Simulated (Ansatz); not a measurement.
`C[SiH](F)CO` and `C[SiH](F)N[SiH3]` differ in one atom or group.

Ansatz, PBE0-D4/def2-TZVP geometries, multiplicity 1. Each molecule was computed in one conformer, which needn't be the lowest.

```tsv
property	`C[SiH](F)CO`
HOMO–LUMO gap (B3LYP/def2-TZVPP) / eV	7.51
LUMO energy (ωB97M-V/def2-TZVPP) / eV	2.15
HOMO energy (PBE/def2-TZVPP) / eV	-5.99
HOMO energy (PBE0/def2-TZVPP) / eV	-7.53
HOMO–LUMO gap (PBE0/def2-TZVPP) / eV	8.01
LUMO energy (PBE0/def2-TZVPP) / eV	0.47
```

Problem. What does the change do to each property? (Estimate.)

Solution. Computed: 
| property | `C[SiH](F)N[SiH3]` | shift |
| --- | --- | --- |
| HOMO–LUMO gap (B3LYP/def2-TZVPP) / eV | 7.68 | 0.17 |
| LUMO energy (ωB97M-V/def2-TZVPP) / eV | 1.78 | -0.37 |
| HOMO energy (PBE/def2-TZVPP) / eV | -6.56 | -0.57 |
| HOMO energy (PBE0/def2-TZVPP) / eV | -7.93 | -0.40 |
| HOMO–LUMO gap (PBE0/def2-TZVPP) / eV | 8.15 | 0.14 |
| LUMO energy (PBE0/def2-TZVPP) / eV | 0.22 | -0.25 |

With PBE0 the HOMO falls by 0.40 eV and the LUMO falls by 0.25 eV, so the gap widens by about 0.15 eV. PBE moves the HOMO by -0.57 eV and ωB97M-V by -0.37 eV.

B3LYP here is the variant with VWN-RPA as its local correlation; programs differ in this.
